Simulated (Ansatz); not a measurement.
`[OH][Ge]([Cl])([Cl])[Cl]` + H–F → `[F][Ge]([Cl])([Cl])[Cl]` + H₂O at 400 K and 1 bar (ligand exchange at a Ge–O bond).

Gas-phase electronic energies from Ansatz, PBE0-D4/def2-TZVP geometries. CBS: MP2 limit from def2 TZ/QZ plus the TZ coupled-cluster correction, frozen cores. This one scheme is used for every species. For Ge outer-core shells are correlated without core-valence functions, which leaves a few kJ/mol of doubt a bond. Scalar relativity is left out up to krypton. Each species was taken in one conformer, which may not be the lowest.

```
                   species  CCSD(T)/CBS energy (Eh)  H − E (kJ/mol)  S (J/(mol·K))
`[OH][Ge]([Cl])([Cl])[Cl]`              -3531.37835            80.2          403.1
                       H–F               -100.39570            36.5          182.2
 `[F][Ge]([Cl])([Cl])[Cl]`              -3555.40119            47.7          377.2
                       H₂O                -76.37941            69.8          198.6
```

H − E and S are ideal-gas, rigid-rotor, harmonic terms from PBE0-D4/def2-TZVP, for one conformer and one mirror image of each species. 1 Eh = 2625.50 kJ/mol, R = 8.31446 J/(mol·K).

Q: By hand: ΔE, ΔH, ΔS and ΔG.

A: ΔE = (-3555.40119) + (-76.37941) − (-3531.37835) − (-100.39570) = -0.00655 Eh = -17.2 kJ/mol. Δ(H − E) = 47.7 + 69.8 − 80.2 − 36.5 = 0.8, so ΔH = -16.4 kJ/mol. ΔS = 377.2 + 198.6 − 403.1 − 182.2 = -9.5 J/(mol·K). ΔG = -16.4 − 400 × (-9.5)/1000 = -12.6 kJ/mol.

Q: By hand: the equilibrium constant, and the temperature at which ΔG would vanish if ΔH and ΔS stayed fixed.

A: log₁₀ K = −ΔG/(RT ln 10) = 1.6. ΔG = 0 at ΔH/ΔS = 1726 K, though so small a ΔS makes that figure unsure.

The number of gas molecules stays the same, so ΔS is small and ΔH decides. A doubt of 5 kJ/mol in ΔE shifts log₁₀ K by 0.7 here. Other conformers and mirror images would add mixing entropy, several J/(mol·K) or more a flexible species. These are equilibria of isolated gas molecules and say nothing of rates. Largest T1 diagnostic: 0.010 (customary marks: 0.02 for closed shells, 0.045 for open ones).
